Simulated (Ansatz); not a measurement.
SnGe₃⁺, relaxed as a doublet with UKS PBE-D4/def2-SVP in Ansatz, starting from the GFN1-xTB geometry. Force threshold 0.02 eV/Å.

In the def2 sets Sn takes a core potential; there is no spin–orbit coupling. The relaxation made no stability test and no search for a lower SCF solution. The structure comes from a short search, and lower isomers may exist.

Start:

```tsv
atom	x (Å)	y (Å)	z (Å)
Ge1	-0.8317	0.9840	0.1622
Ge2	0.3005	-1.0677	-0.6712
Ge3	1.0706	1.1086	-1.2753
Sn4	-0.5394	-1.0249	1.7843
```

```csv
step,energy (eV),largest force component (eV/Å),SCF passes
1,-175333.2237,1.424,23
2,-175333.4967,0.376,33
3,-175333.7617,0.495,36
4,-175333.7751,0.363,28
5,-175333.8399,0.067,24
6,-175333.8413,0.025,23
7,-175333.8423,0.002,22
```

Force components are those of the run's own axes.

End:

```xyz
4

Ge   -0.6423    1.2567    0.4396
Ge    0.7019   -1.1786   -0.5508
Ge    0.7710    1.0474   -1.5290
Sn   -0.8307   -1.1256    1.6402
```

By distances, no bond broke or formed. The bond that changes most is Ge1–Ge2, from 2.49 to 2.95 Å (atoms count from 1).

No frequencies were taken in this run, so the end may be a saddle point.

It took 11 s on 4 threads of Arm Neoverse V2 on a shared host.
